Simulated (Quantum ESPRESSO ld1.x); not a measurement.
Mn+, 24 electrons, occupied as [Ar] 3d5 4s1.

All-electron calculation, non-relativistic Kohn-Sham, BLYP, spin-unpolarised, spherical densities, point nucleus. Program: ld1.x of Quantum ESPRESSO 7.5.

Energy parts (hartree):
part                     energy
total                 -1150.554
kinetic                1149.684
electron-nucleus      -2726.500
Hartree                 477.929
exchange-correlation    -51.666

Orbitals (lengths in bohr, moments of r in powers of bohr; <r^-3> diverges for s and p1/2; r(max) is where P^2 peaks):
orbital,occ.,eigenvalue (hartree),<r^-3>,<1/r>,<r^2>,r(max)
1s,2,-234.621,-,24.52,0.005083,0.04053
2s,2,-27.2285,-,5.220,0.09420,0.2352
2p,6,-23.3904,404.9,5.171,0.07573,0.1894
3s,2,-3.38576,-,1.640,0.8548,0.7428
3p,6,-2.29040,49.55,1.515,0.9725,0.7540
3d,5,-0.55320,4.142,1.146,1.848,0.7571
4s,1,-0.43375,-,0.4590,9.159,2.395

The highest occupied level is 4s at -11.803 eV. For comparison, the ionisation energy in NIST's Atomic Spectra Database is 15.640 eV (measured). In exact Kohn-Sham theory the highest level is minus the ionisation energy, but local and semilocal functionals leave it too shallow, through self-interaction and a potential that decays too fast; potentials with the right tail come closer. Summed over all electrons, <r^2> = 26.60 bohr^2, which gives a Langevin (diamagnetic) susceptibility term of -21.1 x 10^-6 cm^3/mol. The density falls to 0.001 e/bohr^3 at r = 3.96 bohr. Virial ratio -V/T = 2.00076.

Beside tabulated values, note that spin-unpolarised runs miss the spin-polarisation part of the exchange energy of open shells.
